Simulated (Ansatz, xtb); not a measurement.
**Two isomers of C5H6OS**

We compare I, `CC#CC(=S)CO`, a singlet, with II, `CC#C[C@@H](S)C=O`, a singlet. Both are isolated molecules in the gas phase, relaxed with B3LYP/def2-SVP; the shapes shown needn't be the lowest conformers.

I (Å):

```xyz
13

C    -1.4879    2.7480    0.2820
C    -1.2173    1.5012   -0.4162
C    -1.0118    0.4544   -1.0063
C    -0.7428   -0.7579   -1.6899
C     0.7232   -1.0747   -1.9472
O     0.9561   -2.2646   -2.6140
S    -1.9312   -1.7839   -2.1893
H    -2.4196    2.6828    0.8673
H    -0.6654    3.0131    0.9662
H    -1.6032    3.5752   -0.4388
H     1.2289   -1.0574   -0.9573
H     1.1403   -0.2075   -2.5041
H     0.0791   -2.6638   -2.7866
```

II (Å):

```xyz
13

C    -2.2510    0.4138    3.3896
C    -2.4045    0.1100    1.9712
C    -2.5482   -0.1289    0.7902
C    -2.6745   -0.4266   -0.6361
C    -1.2791   -0.8085   -1.1628
O    -0.6656   -0.2085   -2.0014
S    -3.4673    0.9091   -1.6360
H    -2.6732    1.4042    3.6278
H    -1.1884    0.4247    3.6833
H    -2.7665   -0.3310    4.0180
H    -3.3101   -1.3221   -0.7630
H    -2.2863    1.3956   -2.0879
H    -0.8533   -1.7074   -0.6507
```

Quicker runs give these differences E(II) − E(I): GFN2-xTB +3.50 kcal/mol; HF/STO-3G −11.02 kcal/mol (at GFN2-xTB geometries); r2SCAN-D4/def2-SVP +2.42 kcal/mol (at GFN2-xTB geometries).

Question: Estimate which is lower in electronic energy at CCSD(T)/def2-SVP + ΔMP2/def2-TZVPP, and by roughly how much.

Answer: CCSD(T)/def2-SVP + ΔMP2/def2-TZVPP gives E(II) − E(I) = −0.27 kcal/mol, slightly favouring structure II, which is too small a margin to settle the true order.

Level by level:

```csv
level,geometry,E(II) − E(I) (kcal/mol),departure from the last row (kcal/mol),"job, with rough time for the two"
GFN2-xTB,GFN2-xTB,+3.50,+3.77,"optimisation, 0.42 s"
HF/STO-3G,GFN2-xTB,−11.02,−10.74,"single point, 0.61 s"
r2SCAN-D4/def2-SVP,GFN2-xTB,+2.42,+2.69,"single point, 6.6 s"
B3LYP/def2-SVP,B3LYP/def2-SVP,+0.13,+0.40,"optimisation, 2.4 min"
HF/def2-SVP,B3LYP/def2-SVP,−6.49,−6.21,part of the CCSD(T) run
MP2/def2-SVP,B3LYP/def2-SVP,−2.82,−2.55,part of the CCSD(T) run
CCSD(T)/def2-SVP,B3LYP/def2-SVP,−3.72,−3.45,single point
CCSD(T)/def2-SVP + ΔMP2/def2-TZVPP,B3LYP/def2-SVP,−0.27,,"single point, 2.1 min"
```

As drawn, II has 1 C–S, 1 C=O, 1 S–H in place of 1 C=S, 1 C–O, 1 O–H.

The largest departure from CCSD(T)/def2-SVP + ΔMP2/def2-TZVPP is that of HF/STO-3G, 10.74 kcal/mol. A small imaginary or near-zero mode remains, so no thermal terms are given. The last row adds to CCSD(T) the change of the MP2 difference between the two basis sets, here +3.45 kcal/mol, a large step that makes the value less sure.

The correlated steps freeze 11 core orbitals. Run with Ansatz 0.2.0, xtb 6.7.1; the last row on 2 threads of Arm Neoverse V1 on a shared host.
